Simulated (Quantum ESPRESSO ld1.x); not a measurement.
Values are calculated unless marked as measured or tabulated.
Successive ionisation energies (eV) of one element, from differences of total energies of ions in their ground configurations, starting at charge 22: 695.81, 1219.1, 1293.9, 1370.2, 1448.0, 1527.4, 1608.3, 1690.7, 1774.6, 1859.9, 1946.6, 2214.0, 2292.8, 2372.3, 2452.3, 2532.7, 2613.2, 2826.6, 2900.6, 6811.7, 7035.2, 7260.8. Code: ld1.x of Quantum ESPRESSO 7.5. Model: Dirac Kohn-Sham, LDA (Slater exchange, Perdew-Zunger correlation), spin-unpolarised, spherical densities, point nucleus; open shells are shared between the two j in proportion to 2j + 1. Which element is it?

Answer. Antimony (Z = 51). The first species listed is Sb22+ in [Ar] 3d10 4s1, the last Sb43+ in [He] 2s2 2p4.
